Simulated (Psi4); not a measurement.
dichloromethane (CH₂Cl₂), singlet, geometry from GFN2-xTB, with bond 4-1 at 2.0 times its length. Base run: CAM-B3LYP/6-31G (Psi4 1.11).

Geometry (Å):
```xyz
5

C     -0.0128     0.0058     0.7809
Cl     0.0259     1.4601    -0.2299
Cl    -0.0187    -1.4633    -0.2091
H     -1.8386     0.0421     1.9672
H      0.8802    -0.0034     1.4038
```
Charge 0, spin multiplicity 1.
All else is at Psi4's defaults (density fitting, Cartesian functions).
Base energy -959.44815 Eh.

The base run was repeated with changes; each row names its change, and settings that it needs were set with it.

```
change                           ΔE vs base (µEh)  SCF cycles  grid points  basis functions        outcome
-------------------------------  ----------------  ----------  -----------  ---------------  -------------
base                                          0.0           7       106020               39      converged
e_convergence = 1e-10                         0.0          10       106020               39      converged
guess = sadno                                 0.0           9       106020               39      converged
scf_type = dfdirj+cosx                          -           -            -                -  input refused
level_shift = 0.3                             0.0           7       106020               39      converged
damping_percentage = 20                       0.0          17       106020               39      converged
dft_radial_scheme = mura                     -1.1           7       108146               39      converged
scf_initial_accelerator = ediis               0.0           7       106020               39      converged
guess = core                                  0.0          10       106020               39      converged
scf_type = out_of_core                       32.4           7       106020               39      converged
scf_type = disk_df                            0.0           7       106020               39      converged
d_convergence = 1e-10                         0.0          13       106020               39      converged
puream = true                               -37.2           7       106020               39      converged
```

- scf_type = dfdirj+cosx: ended with `psi4.driver.p4util.exceptions.ValidationError: SCF: SCF_TYPE (DFDIRJ+COSX) not supported for range-separated functionals, plese use SCF_TYPE = 'DF' to automatically select the correct JK build.`
